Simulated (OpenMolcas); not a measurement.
**O²⁺: RASPT2 settings compared**

* Program: OpenMolcas 26.06
* Basis: ANO-R1 [3s2p1d]
* Scalar Hamiltonian: X2C, finite nucleus
* Active space: 4 electrons in 9 orbitals (RAS2 2s 2p; RAS3 3d, at most 2 electrons)
* State averaging: 2S+1 = 3 even, 6 roots; 2S+1 = 1 even, 11 roots kept (CI in the orbitals of an earlier block); 2S+1 = 5 odd, 1 root; 2S+1 = 3 odd, 9 roots kept (CI in the orbitals of an earlier block); 2S+1 = 1 odd, 8 roots kept (CI in the orbitals of an earlier block)
* Spin-orbit coupling: RASSI with atomic mean-field integrals over the reference wave functions, term energies averaged over their components

Methods on the same reference wave functions:
A. RASSCF
B. SS-RASPT2, IPEA 0.35 Eh, real shift 0.4 Eh (closed shells correlated: none)
C. SS-RASPT2, IPEA 0.2 Eh, imaginary shift 0.3 Eh (closed shells correlated: none)
D. MS-RASPT2, IPEA 0.35 Eh, real shift 0.4 Eh (closed shells correlated: none)
E. XMS-RASPT2, IPEA 0.75 Eh, sigma1 regulariser 0.2 Eh (closed shells correlated: none)

Energies in cm⁻¹ above 2s² 2p² ³P₀, the measured ground level; measured values from Moore, Selected Tables of Atomic Spectra, NSRDS-NBS 3, section 11.

```tsv
Level	A	B	C	D	E	Measured
2s² 2p² ³P₀	0.0	0.0	0.0	0.0	0.0	0.0
2s² 2p² ³P₁	103	103	103	103	103	113
2s² 2p² ³P₂	304	304	304	304	304	
2s² 2p² ¹D₂	22137	22370	22400	22370	22410	20273
2s² 2p² ¹S₀	47281	47080	47090	47080	47280	43186
2s 2p³ ⁵S°₂	56431	56780	56790	56780	56950	60325
2s 2p³ ³D°₁	120618	120070	120050	120070	120210	
2s 2p³ ³D°₂	120619	120070	120050	120070	120210	
2s 2p³ ³D°₃	120621	120070	120050	120070	120210	
2s 2p³ ³P°₀	146092	144320	144230	144320	144390	
2s 2p³ ³P°₁	146092	144320	144230	144320	144390	
2s 2p³ ³P°₂	146093	144330	144230	144330	144400	
2s 2p³ ¹D°₂	190253	189160	189120	189160	189280	187054
2s 2p³ ³S°₁	198353	197690	197670	197690	197870	197088
2s 2p³ ¹P°₁	218148	215730	215590	215730	215810	210462
```

Deviations, from unrounded energies. A percentage is the sum of absolute deviations over the sum of measured energies, with the sign that they share, or ± where signs differ.

```csv
Against measurement,Levels,A,B,C,D,E
mean absolute deviation (cm-1),7,3100,2500,2500,2500,2600
fine structure of the ground term (%),1,-9.2,-9.2,-9.2,-9.1,-9.2
other terms of the ground configuration (%),2,+9.4,+9.5,+9.5,+9.5,+9.8
other configurations (%),4,±2.4,±1.8,±1.7,±1.8,±1.8
```

B, C, D, E lie about equally close to measurement and A furthest from it. The largest miss of C in the table is 2s 2p³ ¹P°₁, by +5100 cm-1. The ranking rests on the paired levels alone, and a cruder setting can come out closer through cancelling errors.

Among B to E the level of the table that moves most is 2s 2p³ ¹P°₁, by 220 cm-1 (lowest in C, highest in E). Moves below CASPT2's spread within the term are not significant.

From A to B the spin-free energies of the other terms of 2s² 2p² shown, above ³P, scale by factors of 1.00 to 1.01.

The lowest spin-free term lies below A's lowest term by 0.006 hartree in B, 0.006 hartree in C, 0.006 hartree in D, 0.007 hartree in E.

Term energies are means over components that CASPT2 splits; among the terms shown or strongly mixed into the levels shown the widest spread is 44 cm-1 (2s 2p³ ¹D°, E). Terms from blocks run as CI alone lack orbitals of their own. Active for correlation alone: 3d; no level in the range computed is led by a configuration that fills it, so any true level of that kind is missing. Measured partners are found by configuration, term and J. A level has none where our copy of the source lacks it or the pairing is in doubt (some pairs that miss far off the trend of their configuration count as doubtful), and it then counts in no deviation. Only configurations of the active space appear. Levels that lie high or do not pair safely by name in every column are left out.

° marks odd parity.
